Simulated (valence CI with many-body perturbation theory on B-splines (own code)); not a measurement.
Results of a calculation; reference values are marked as such.
# Run record, Se13+

Method: valence CI with perturbative core correlation (CI+MBPT): three valence electrons over a frozen Dirac-Fock core [Ar], radial functions for each j: 5 s, 5 p, 3 d, 3 f, with the one-electron correlation potential Σ1 (screened to all orders), the two-electron term Σ2, the three-electron term Σ3, Breit, model QED; selected single and double excitations, second order for the rest, scaled by the run's own slope (own B-spline code, finite nucleus).

Command, and the settings that its task file holds:

```sh
python run_cv.py task.json out
```

```
atom Se  Z=34  mass_number=80  rms_radius_fm=4.1400
core [Ar]
valence 3d3
avg = 1
basis = S
breit = 1
cap = 10000
capref = 1200
cscale = 1
de = 0.0
dress = 0
eps = 2e-08
extrap = 1
h = 0.27
hh = 1
l2 = 3
lcore = 6
maxit = 60
n2 = 5
natural = 0
nlev = 20
nno = [2, 2, 1, 1, 0]
nroot = 26
nsp = [3, 3, 2, 2, 0]
pt2 = 1
qed = 1
rpa = 1
s1 = 1
s2 = 1
s3 = 1
screen = 1
tol = 2e-05
whole = 1
```

It took 10 s on 1 thread of Arm Neoverse V2, on a shared host.

Log. The first blocks belong to the next ion, which gives the ionisation energy. Fields: 2J, parity (1 odd), roots, reference size, generating configurations, candidates as configurations/state functions, variational space P, stored matrix elements, Davidson steps; e2 is the range of second-order energies in hartree. The first line gives the box (bohr), its intervals, the orbitals and the steps of their self-consistent field. Window is the range of levels sought, series limit the energy at which the first omitted orbital would enter, core excitation an estimate of the first excitation out of the core, left out the lowest levels not solved, and shifts from estimates the range by which levels moved from their first estimate, all in cm⁻¹.

```
rmax 8.2 intervals 61 orbitals 27 references ['3d3', '3d2 4s', '3d2 4p'] scf 5 t 0.8
2J=4 par=0 roots 2 ref 42 generators 3 cand 92/92 P 134/134 nnz 0 it 0
2J=4 par=0 roots 2 ref 42 generators 6 cand 23/23 P 157/157 nnz 0 it 0
   second order: generators 10 cand 0/0 e2 -0.00000 -0.00000
2J=6 par=0 roots 2 ref 32 generators 4 cand 76/76 P 108/108 nnz 0 it 0
2J=6 par=0 roots 2 ref 32 generators 8 cand 3/3 P 111/111 nnz 0 it 0
   second order: generators 13 cand 4/4 e2 -0.00000 -0.00000
2J=8 par=0 roots 2 ref 24 generators 2 cand 54/54 P 78/78 nnz 0 it 0
2J=8 par=0 roots 2 ref 24 generators 5 cand 3/3 P 81/81 nnz 0 it 0
   second order: generators 6 cand 0/0 e2 -0.00000 -0.00000
reference levels 431, estimated 19, window 151436 1/cm; series limit 2446651, core excitation 732153
2J=3 par=0 roots 5 ref 31 generators 4 cand 66/136 P 311/694 nnz 0 it 0
2J=3 par=0 roots 5 ref 31 generators 5 cand 80/186 P 391/880 nnz 0 it 0
   second order: generators 11 cand 469/957 e2 -0.00000 -0.00000
2J=5 par=0 roots 5 ref 33 generators 3 cand 82/182 P 310/766 nnz 0 it 0
2J=5 par=0 roots 5 ref 33 generators 5 cand 80/225 P 390/991 nnz 0 it 0
   second order: generators 6 cand 334/850 e2 -0.00000 -0.00000
2J=7 par=0 roots 3 ref 25 generators 2 cand 76/155 P 253/608 nnz 0 it 0
2J=7 par=0 roots 3 ref 25 generators 2 cand 75/201 P 328/809 nnz 0 it 0
   second order: generators 3 cand 188/476 e2 -0.00000 -0.00000
2J=9 par=0 roots 3 ref 18 generators 3 cand 66/128 P 221/470 nnz 0 it 0
2J=9 par=0 roots 3 ref 18 generators 3 cand 62/140 P 283/610 nnz 0 it 0
   second order: generators 3 cand 0/0 e2 -0.00000 -0.00000
2J=1 par=0 roots 2 ref 19 generators 2 cand 58/88 P 263/398 nnz 0 it 0
2J=1 par=0 roots 2 ref 19 generators 2 cand 42/66 P 305/464 nnz 0 it 0
   second order: generators 3 cand 154/200 e2 -0.00000 -0.00000
2J=11 par=0 roots 1 ref 6 generators 1 cand 28/48 P 129/264 nnz 0 it 0
2J=11 par=0 roots 1 ref 6 generators 1 cand 42/72 P 171/336 nnz 0 it 0
   second order: generators 1 cand 20/20 e2 -0.00000 -0.00000
left out: unestimated 1340298, estimated none, shifts from estimates -1 to 0
operators 0.8
```

The Davidson iterations converged. The settings are bad on purpose, so the numbers may not be properties of the ion.

No measured spectrum was set against this ion. As an estimate, terms of the open shell hold to 2 to 4 % of their energy, and close levels can change places. Only levels of the ground parity were solved; by the run's estimate the other parity begins above the list, which can be wrong where configurations are misplaced.

```yaml
Valence_energy: -52.13292 hartree
Ionisation_energy: "427.11 eV (NIST: 426 ± 3 eV (theoretical))"
Reference_configurations_for_the_orbitals: 3d3, 3d2 4s, 3d2 4p
Radial_orbitals: 27
Box_radius: 8.186 bohr
Largest_variational_space: 991
Lowest_levels: 3d³ ⁴F_3/2 0.0000, 3d³ ⁴F_5/2 0.4864, 3d³ ⁴F_7/2 1.064, 3d³ ⁴F_9/2 1.683, 3d³ ⁴P_3/2 4.916, 3d³ ⁴P_1/2 4.945, 3d³ ²G_7/2 5.591, 3d³ ⁴P_5/2 5.719, 3d³ ²G_9/2 5.934, 3d³ ²D_3/2 [a] 6.992, 3d³ ²P_1/2 7.360, 3d³ ²H_9/2 7.834, 3d³ ²H_11/2 7.902, 3d³ ²D_5/2 [a] 8.276 eV
```

Names give the largest LS component (configuration and term), which can be under half, so a name can repeat, a term be missing and a line seem to break the LS rules; names also repeat where a configuration has a term twice. Letters in brackets count levels of one name in rising energy.
